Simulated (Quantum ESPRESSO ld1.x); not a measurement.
The numbers below are computed, except where a source is named.
Q: These are the eigenvalues of the occupied orbitals of an atom or ion with whole-number occupations (eV). Code: ld1.x of Quantum ESPRESSO 7.5. Model: scalar-relativistic Kohn-Sham, LDA (Slater exchange, Hedin-Lundqvist correlation), spin-unpolarised, spherical densities, point nucleus.

| orbital | eigenvalue |
|---|---|
| 1s | -7615.94 |
| 2s | -933.335 |
| 2p | -805.958 |
| 3s | -136.441 |
| 3p | -99.8362 |
| 3d | -41.4091 |
| 4f | -6.2999 |

Which element is it, and in what charge state? The configuration may be excited.

A: Z = 27, cobalt, charge +2: Co2+ in [Ne] 3s1 3p6 3d7 4f1. The list shows which subshells hold electrons but not how many an open one holds; the 1s level, -279.88 hartree, gives Z - s = 23.7 by -(Z - s)^2/2, which with screening and relativity narrows Z to a few neighbours, and the depths of the outer levels then fix element, charge and occupations together.
